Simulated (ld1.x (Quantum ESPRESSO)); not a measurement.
What one change does to a pseudopotential (boron (B), PAW)

```
Element                 : B (Z = 5)
Generator               : ld1.x (Quantum ESPRESSO) 7.5
Type                    : PAW
Functional              : Wu–Cohen
Relativity              : scalar-relativistic
Frozen core             : none
Valence charge          : 5
Reference configuration : 1s2 2s1.75 2p1.25
Partial waves           : 1s (bound): rcut 0.50, rcutus 0.60 bohr; 2s (bound): rcut 0.50, rcutus 0.60 bohr; 2p (bound): rcut 2.00, rcutus 2.75 bohr; 2p channel at 0.1 Ry: rcut 2.00, rcutus 2.75 bohr
Local potential         : all-electron potential smoothed inside 0.50 bohr (lloc = -1)
Core correction         : none
Augmentation charge     : BESSEL, radius 0.40 bohr
```

Change: waves 1s (bound): rcut 0.50, rcutus 0.56 bohr; 2s (bound): rcut 0.50, rcutus 0.56 bohr.

Cutoffs: the cutoffs (Ry, on a coarse ladder) from which the occupation-weighted sum of valence levels, in a spherical-Bessel basis at the reference potential, stays within 10 and 1 mRy of its value at 400 Ry; they do not see the model core or the augmentation charge, which bear on the density cutoff. Errors are all-electron minus pseudo energies relative to the spin-unpolarised reference configuration.

**Question.** How do hardness, ghosts and transferability respond?

**Answer.** The potential gets neither clearly harder nor softer (230 Ry and 300 Ry → 230 Ry and 300 Ry); of the 7 tests that both files solve, the error grows in 7 and shrinks in 0 by more than 15 % and 0.3 meV (median size 68.3 → 98.9 meV); neither file shows a bound ghost. That the errors move this way runs against the usual rule that smaller radii transfer better.

```tsv
quantity	base	changed
cutoff, loose	230 Ry	230 Ry
cutoff, tight	300 Ry	300 Ry
bound ghosts	none	none
error for 1s2 2s2 2p1, meV [ΔE -1.46 eV]	+12	+18
error for 1s2 2s2 2p0, meV [ΔE 6.69 eV]	+233	+332
error for 1s2 2s1 2p0, meV [ΔE 31.99 eV]	+133	+213
error for 1s2 2s1 2p2, meV [ΔE 4.38 eV]	+98	+151
error for 1s2 2s2 2p1.3, meV [ΔE -2.18 eV]	+3.0	+4.1
error for 1s2 2s2 2p0.5, meV [ΔE 1.40 eV]	+68	+99
error for 1s2 2s1 2p1, meV [ΔE 12.84 eV]	+6.4	+8.2
s: phases at 3.00 bohr within 0.05 rad from the reference energy up to (Ry; the scan ends near 5)	to the end of the scan	to the end of the scan
p: phases at 3.00 bohr within 0.05 rad from the reference energy up to (Ry; the scan ends near 5)	to the end of the scan	to the end of the scan
lowest overlap eigenvalue by channel	s 0.28, p 1.00	s 0.40, p 1.00
```
